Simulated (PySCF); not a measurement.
## Exercise with solution: chemical shift, span and skew from a shielding tensor

but-3-ene-1-selenol (C₄H₈Se), SMILES C=CCC[SeH]. Atoms are numbered in the order given.

```xyz
13

C     -3.4695     1.0279     0.4771
C     -2.6220     0.0075     0.2595
C     -1.1662    -0.0090     0.6398
C     -0.2578    -0.0887    -0.5931
Se     1.6689    -0.2513    -0.1804
H     -3.1387     1.9495     0.9856
H     -4.5244     0.9797     0.1648
H     -2.9960    -0.8970    -0.2568
H     -0.9507    -0.8820     1.2945
H     -0.9182     0.8988     1.2298
H     -0.4757    -0.9969    -1.1926
H     -0.4046     0.7838    -1.2592
H      1.7590     1.0829     0.4687
```
Charge 0, spin multiplicity 1.

Coordinates come from a PBE-D3(BJ)/def2-SVP optimisation. One conformer was computed; it need not be the lowest.

GIAO shieldings from PBE0/pcSseg-1 run with PySCF, non-relativistic, no solvent. The symmetric part of the tensor of C2 has the principal values -87.7, 45.1, 149.9 ppm. The same nucleus in TMS has σ = 186.3 ppm at this level (PySCF, at its B3LYP-D3(BJ)/def2-TZVP geometry).

Work out the isotropic shielding, the ¹³C shift against TMS, the span and the skew.


σ(iso) = (σ11 + σ22 + σ33)/3 = 35.8 ppm. δ = σ(ref) − σ(iso) = 186.3 − (35.8) = 150.5 ppm.
Span Ω = σ33 − σ11 = 237.6 ppm. Skew κ = 3(σ(iso) − σ22)/Ω = -0.12. Tumbling in solution averages the tensor to δ; in a static solid the shielding alone would spread this spin-1/2 line over Ω.
